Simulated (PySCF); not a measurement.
# Static response to an electric field

Species: (ClGe)4O6 adamantane, Cl4Ge4O6.
Cartesian coordinates in Å at the PBE0-D3(BJ)/def2-SVP level; atoms count from 1:
```
atom  x, y, z in Å
Ge1   -1.270   -1.318   -0.154
Cl2   -2.729   -2.813   -0.296
O3    -0.637   -0.799   -1.726
Ge4    0.597    0.472   -1.667
Cl5    1.260    1.030   -3.573
O6     1.900   -0.144   -0.635
Ge7    1.411   -0.630    0.998
Cl8    3.012   -1.354    2.141
O9     0.134   -1.840    0.793
O10    0.641    0.791    1.728
Ge11  -0.731    1.462    0.829
Cl12  -1.589    3.125    1.766
O13   -1.895    0.140    0.634
O14   -0.124    1.834   -0.793
```

Level: B3LYP/def2-SVPD (PySCF), static field, nuclei fixed, core orbitals frozen in the response. The polarisability tensor in these axes (au):

```
x   165.97  -0.18  -0.09
y    -0.18 165.76  -0.57
z    -0.09  -0.57 165.74
```

Problem. What are the eigenvalues, a third of the trace, and Δα (Δα² = ½Σ(αi − αj)² over the three pairs)?

Solution. Principal values 165.14, 166.00 and 166.33 au; mean 165.82 au = 24.57 Å³ = 27.34 × 10⁻⁴⁰ C²·m²/J; Δα = 1.07 au (1 % of the mean).

Problem. What is the dipole moment?

Solution. 0.02 D at this geometry.

Problem. Traceless (Buckingham) quadrupole moment about the centre of nuclear charge: eigenvalues?

Solution. -0.04, -0.02, 0.06 D·Å. The electronic extent ⟨r²⟩ about the same centre is 6315 bohr², a root-mean-square distance of 2.69 Å for the 244 electrons.

Problem. Find the Langevin capture rate constant for O2+ (31.990 u) meeting this molecule (531.530 u), k = 2.342 × 10⁻⁹ cm³/s × √(α in Å³ / reduced mass in u).

Solution. The reduced mass is 30.17 u, so k = 2.11 × 10⁻⁹ cm³/s.

Problem. Estimate the molar refractivity from the static electronic polarisability.

Solution. Lorentz–Lorenz: R = (4π/3)N_A α = 2.5225 cm³/(mol·Å³) × 24.57 Å³ = 62.0 cm³/mol, in the limit of long wavelengths.

Problem. What would n − 1 = 2πNα be for an ideal gas of these molecules at 500 K and 1 atm, electronic part alone?

Solution. N = p/kT = 1.4678 × 10¹⁹ cm⁻³, so n − 1 = 2π × N × 24.57 × 10⁻²⁴ cm³ = 2266 × 10⁻⁶ at long wavelengths, for an ideal gas.

The structure is a single PBE0-D3(BJ)/def2-SVP conformer in the gas phase; no vibrational or solvent corrections. The calculation is non-relativistic, for germanium too.

These values come from a run that also computed excited states. On 2 threads of an Intel Xeon 6975P-C (shared host), this took 4.0 min wall, 8.4 min CPU (with the writing of density and orbital grids) and 3.3 GiB of memory at its peak.
